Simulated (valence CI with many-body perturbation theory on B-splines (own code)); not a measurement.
**Forbidden lines of Tm⁶³⁺**

Method: relativistic CI+MBPT: four valence electrons over a frozen Dirac-Fock core [He], radial functions for each j: 11 s, 11 p, 10 d, 8 f, 5 g, 2 h, with the one-electron correlation potential Σ1, the two-electron term Σ2, the three-electron term Σ3, Breit, model QED; selected CI, second order for the rest, scaled by the run's own slope (own B-spline code, finite nucleus).

The last digits are not significant, and no measured levels were compared; by estimate large intervals hold to a few tenths of a per cent, small ones and those within an open d or f shell to about a per cent. Among the levels kept, up to 990 cm⁻¹ of a level comes from second order outside the variational space, and about a tenth of that is noise between levels of different J, which matters for small intervals.

Lines 1 to 50 of 90 in falling wavelength, among levels below 881.88 Ry, chosen from the decays that carry over 1 % of a level's rate. Wavelengths and rates use the calculated energies. Electric multipoles are in the length gauge with retardation, E1 and E2 with the static RPA response of the core. M1 uses the relativistic operator with retardation. S is in atomic units (e²a₀⁴ for E2 and M2, e²a₀⁶ for E3), for M1 in squared Bohr magnetons. Weak lines are less certain than strong ones. Lines between different terms over intervals too small for the method are left out, as are lines whose strength nearly cancels.

Levels are named by their leading jj configuration (3d3/2^4 stands for four electrons in 3d with j = 3/2), which in mixed levels can hold well under half, so a name can repeat and another be missing. Letters in brackets count levels of one name in rising energy.

```
λ vac (Å)                           Upper                       Lower  Type   A (s⁻¹)  S (a.u.)
    12.14          (2s^2 2p1/2 2p3/2) J=1          (2s^2 2p1/2^2) J=0    M1  6.64e+09  1.32e+00
    11.93          (2s^2 2p1/2 2p3/2) J=2          (2s^2 2p1/2^2) J=0    E2  2.57e+07  2.78e-05
    11.90          (2s^2 2p3/2 3d5/2) J=4      (2s^2 2p1/2 3d5/2) J=3    M1  5.17e+09  2.91e+00
    11.90              (2s^2 2p3/2^2) J=2      (2s^2 2p1/2 2p3/2) J=2    M1  5.23e+09  1.64e+00
    11.70              (2s^2 2p3/2^2) J=2      (2s^2 2p1/2 2p3/2) J=1    M1  5.23e+09  1.55e+00
    11.10              (2s^2 2p3/2^2) J=0      (2s^2 2p1/2 2p3/2) J=1    M1  1.18e+10  6.01e-01
    1.578          (2s^2 2p3/2 3p1/2) J=2          (2s^2 2p3/2^2) J=0    E2  3.58e+11  1.56e-05
    1.575          (2s^2 2p1/2 3p1/2) J=1      (2s^2 2p1/2 2p3/2) J=2    E2  9.60e+11  2.49e-05
    1.574          (2s 2p1/2^2 3p1/2) J=0      (2s 2p1/2^2 2p3/2) J=2    E2  1.89e+12  1.63e-05
    1.571          (2s^2 2p1/2 3p1/2) J=1      (2s^2 2p1/2 2p3/2) J=1    E2  9.56e+11  2.45e-05
    1.567          (2s^2 2p3/2 3p1/2) J=1          (2s^2 2p3/2^2) J=2    E2  9.76e+11  2.47e-05
    1.567          (2s^2 2p3/2 3p1/2) J=2          (2s^2 2p3/2^2) J=2    E2  1.33e+12  5.62e-05
    1.566          (2s^2 2p1/2 3p1/2) J=0      (2s^2 2p1/2 2p3/2) J=2    E2  1.87e+12  1.58e-05
    1.560          (2s 2p3/2^2 3p1/2) J=0            (2s 2p3/2^3) J=2    E2  1.03e+12  8.46e-06
    1.546          (2s^2 2p3/2 3d5/2) J=4  (2s 2p1/2 2p3/2^2) J=2 [b]    E2  2.65e+09  1.88e-07
    1.534      (2s 2p1/2 2p3/2 3p3/2) J=4  (2s 2p1/2 2p3/2^2) J=2 [b]    E2  6.53e+10  4.46e-06
    1.529          (2s^2 2p3/2 3d5/2) J=4      (2s 2p1/2 2p3/2^2) J=3    E2  1.72e+10  1.16e-06
    1.524          (2s 2p3/2^2 3p3/2) J=4            (2s 2p3/2^3) J=2    E2  3.35e+11  2.21e-05
    1.518      (2s 2p1/2 2p3/2 3p3/2) J=4      (2s 2p1/2 2p3/2^2) J=3    E2  5.72e+11  3.70e-05
    1.517  (2s 2p1/2 2p3/2 3p3/2) J=0 [b]  (2s 2p1/2 2p3/2^2) J=2 [b]    E2  1.03e+12  7.37e-06
    1.517          (2s^2 2p3/2 3p3/2) J=2          (2s^2 2p3/2^2) J=0    E2  3.85e+11  1.38e-05
    1.516  (2s 2p1/2 2p3/2 3p3/2) J=1 [d]  (2s 2p1/2 2p3/2^2) J=2 [b]    E2  5.90e+11  1.26e-05
    1.514  (2s 2p1/2 2p3/2 3p3/2) J=1 [d]  (2s 2p1/2 2p3/2^2) J=1 [a]    E2  5.15e+11  1.10e-05
    1.513          (2s 2p1/2^2 3p3/2) J=2      (2s 2p1/2^2 2p3/2) J=2    E2  6.51e+11  2.31e-05
    1.513          (2s^2 2p1/2 3p3/2) J=2      (2s^2 2p1/2 2p3/2) J=2    E2  6.55e+11  2.31e-05
    1.512          (2s^2 2p1/2 3p3/2) J=1      (2s^2 2p1/2 2p3/2) J=2    E2  4.74e+11  1.00e-05
    1.511          (2s^2 2p3/2 3p3/2) J=3          (2s^2 2p3/2^2) J=2    E2  7.36e+11  3.63e-05
    1.511          (2s^2 2p3/2 3p3/2) J=1          (2s^2 2p3/2^2) J=2    E2  7.40e+11  1.56e-05
    1.510      (2s 2p1/2 2p3/2 3p3/2) J=4  (2s 2p1/2 2p3/2^2) J=2 [a]    E2  3.72e+10  2.34e-06
    1.509          (2s^2 2p1/2 3p3/2) J=2      (2s^2 2p1/2 2p3/2) J=1    E2  2.87e+11  1.00e-05
    1.509          (2s^2 2p1/2 3p3/2) J=1      (2s^2 2p1/2 2p3/2) J=1    E2  4.67e+11  9.79e-06
    1.506          (2s 2p3/2^2 3p3/2) J=0            (2s 2p3/2^3) J=2    E2  3.92e+11  2.71e-06
    1.502          (2s^2 2p3/2 3p3/2) J=0          (2s^2 2p3/2^2) J=2    E2  1.93e+12  1.31e-05
    1.500  (2s 2p1/2 2p3/2 3p3/2) J=1 [d]      (2s 2p1/2 2p3/2^2) J=3    E2  3.46e+11  7.02e-06
    1.494  (2s 2p1/2 2p3/2 3p3/2) J=0 [b]  (2s 2p1/2 2p3/2^2) J=2 [a]    E2  2.60e+11  1.73e-06
    1.490      (2s 2p1/2 2p3/2 3d5/2) J=5      (2s 2p1/2 2p3/2^2) J=3    M2  4.45e+10  3.21e-06
    1.490      (2s 2p1/2 2p3/2 3d5/2) J=5      (2s 2p1/2 2p3/2^2) J=3    E3  2.41e+09  1.38e-06
    1.484          (2s^2 2p3/2 3d5/2) J=4          (2s^2 2p3/2^2) J=2    M2  4.25e+10  2.46e-06
    1.484          (2s^2 2p3/2 3d5/2) J=4          (2s^2 2p3/2^2) J=2    E3  3.11e+09  1.41e-06
    1.356          (2s^2 2p3/2 3d5/2) J=4      (2s 2p1/2^2 2p3/2) J=2    E2  5.77e+09  2.12e-07
    1.347          (2s 2p3/2^2 3p3/2) J=4      (2s 2p1/2 2p3/2^2) J=3    E2  4.39e+11  1.56e-05
    1.347      (2s 2p1/2 2p3/2 3p3/2) J=4      (2s 2p1/2^2 2p3/2) J=2    E2  1.02e+12  3.64e-05
    1.345          (2s 2p3/2^2 3p3/2) J=0  (2s 2p1/2 2p3/2^2) J=2 [b]    E2  1.15e+12  4.50e-06
    1.344  (2s 2p1/2 2p3/2 3p3/2) J=1 [d]      (2s 2p1/2^2 2p3/2) J=1    E2  5.61e+11  6.59e-06
    1.343      (2s 2p3/2^2 3p3/2) J=2 [c]  (2s 2p1/2 2p3/2^2) J=1 [b]    E2  3.35e+11  6.52e-06
    1.342          (2s^2 2p1/2 3p3/2) J=2          (2s^2 2p1/2^2) J=0    E2  9.22e+11  1.79e-05
    1.342      (2s 2p3/2^2 3p3/2) J=2 [c]  (2s 2p1/2 2p3/2^2) J=2 [b]    E2  4.72e+11  9.18e-06
    1.341          (2s^2 2p3/2 3p3/2) J=3      (2s^2 2p1/2 2p3/2) J=2    E2  4.76e+11  1.29e-05
    1.341          (2s^2 2p3/2 3p3/2) J=1      (2s^2 2p1/2 2p3/2) J=2    E2  9.78e+11  1.14e-05
    1.341          (2s 2p3/2^2 3p3/2) J=4  (2s 2p1/2 2p3/2^2) J=2 [a]    E2  7.98e+11  2.78e-05
```
